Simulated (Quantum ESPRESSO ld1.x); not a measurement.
The numbers below are computed, except where a source is named.
Species: Li II. Configuration: [He] (the NIST ground configuration).

Level of theory: scalar-relativistic Kohn-Sham, exchange-only PBE, spin-unpolarised, spherical densities, point nucleus (ld1.x of Quantum ESPRESSO 7.5).

Energy parts (eV):
total: -196.29
kinetic: 196.33
electron-nucleus: -437.74
Hartree: 89.08
exchange: -43.96

Orbitals (lengths in bohr, moments of r in powers of bohr; <r^-3> diverges for s and p1/2):
| orbital | occ. | eigenvalue (eV) | <r^4> | <r^-3> |
|---|---|---|---|---|
| 1s | 2 | -59.5877 | 0.5910 | - |
| 2s | 0 | -6.7783 | 271.8 | - |
| 2p | 0 | -4.7250 | 463.3 | 0.1717 |

The highest occupied level is 1s at -59.588 eV. The density falls to 0.001 e/bohr^3 at r = 1.86 bohr. For comparison, the ionisation energy in NIST's Atomic Spectra Database is 75.640 eV (theoretical). In exact Kohn-Sham theory the highest level is minus the ionisation energy, but local and semilocal functionals leave it too shallow, through self-interaction and a potential that decays too fast; potentials with the right tail come closer.
